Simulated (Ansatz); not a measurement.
Frontier orbitals of `[NH]=[W](=[NH])([NH2])[NH2]`.

Total charge 0; spin multiplicity 1. Correlated methods include outer-core shells of W, which these sets cover unevenly. W: def2 effective core potential. The structure was optimised at the PBE0-D4/def2-TZVP level. It is one conformer, not always the lowest. Basis def2-TZVPP, Ansatz 0.2.0.

| functional | HOMO (eV) | LUMO (eV) |
| --- | --- | --- |
| LC-ωPBE | -9.38 | 2.08 |

Q: Give HOMO and LUMO (eV) with LDA (SPW92), PBE, revPBE, BLYP, r2SCAN, B97M-V, PBE0, B3LYP, r2SCANh, r2SCAN0, HSE06 (plane-wave form), BHLYP, CAM-B3LYP, ωB97X-V, ωB97M-V, HF. (Estimate.)

A: The calculation gave: 
```tsv
functional	HOMO	LUMO
LDA (SPW92)	-5.60	-1.23
PBE	-5.41	-1.04
revPBE	-5.34	-0.96
BLYP	-5.28	-0.93
r2SCAN	-5.69	-0.89
B97M-V	-5.73	-0.79
PBE0	-6.70	-0.18
B3LYP	-6.47	-0.41
r2SCANh	-6.17	-0.57
r2SCAN0	-6.90	-0.09
HSE06 (plane-wave form)	-6.30	-0.56
BHLYP	-7.89	0.78
CAM-B3LYP	-8.04	0.93
ωB97X-V	-9.01	1.94
ωB97M-V	-8.91	1.61
HF	-9.76	2.67
```

B3LYP here is the variant with VWN-RPA as its local correlation; programs differ in this. LC-ωPBE has ω = 0.4 bohr⁻¹. Positive LUMOs are unbound and depend on the basis.
